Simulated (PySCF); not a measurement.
Geometry:
| atom | x (Å) | y (Å) | z (Å) |
| --- | --- | --- | --- |
| C1 | -1.931 | -0.218 | 0.229 |
| C2 | -0.576 | -0.294 | -0.410 |
| O3 | -0.335 | -0.769 | -1.484 |
| O4 | 0.374 | 0.238 | 0.360 |
| Si5 | 1.973 | 0.329 | -0.018 |
| F6 | 2.494 | 1.057 | 1.306 |
| H7 | -2.175 | 0.823 | 0.429 |
| H8 | -2.677 | -0.659 | -0.425 |
| H9 | -1.908 | -0.744 | 1.180 |
| H10 | 2.573 | -0.987 | -0.062 |
| H11 | 2.194 | 1.228 | -1.130 |

[PySCF 2.14.0 with density-fitted response routines: shielding tensors at PBE0/pcSseg-1 (GIAO); GFN2-xTB structure; averaged over atoms made equivalent by symmetry, fast rotation or ring inversion; a single conformation; isolated molecule; relativity neglected]

References, each an isolated molecule treated in the same way: ¹³C (σref 186.93) and ¹H (σref 31.72) and ²⁹Si (σref 349.16) against TMS; ¹⁷O (σref 336.08) vs H2O; CFCl3 for ¹⁹F (σref 170.95).

```
   atoms  nucleus  count  δ (ppm)
 H10/H11       ¹H      2     5.24
      C1      ¹³C      1     24.0
      O3      ¹⁷O      1    479.8
H7/H8/H9       ¹H      3     2.18
     Si5     ²⁹Si      1        ?
      O4      ¹⁷O      1        ?
      C2      ¹³C      1    175.9
      F6      ¹⁹F      1   -194.6
```

Problem. Estimate the values marked ?.

Solution. 
- O4: 218.9 ppm, oxygen bonded to C, Si
- Si5: -17.4 ppm, silicon bonded to F, O, 2 H

Shifts are as computed. Against solution values, carbons near 30 ppm lie about +3 ppm off and those near 130 ppm about +5 ppm. Of 1211 compounds with measured shifts, 218 miss one by over three times the rms of a fit or turn the order of signals round; such compounds aren't used in these exercises. Unscaled 19F shifts against computed CFCl3 carry errors that often reach 10 to 50 ppm. Unscaled 17O shifts of doubly bonded oxygen tend to come out too high, by tens of ppm or more. Experimental scales use liquid or dissolved standards, which lie at an offset from isolated H2O (liquid H2O: subtract about 36 ppm).
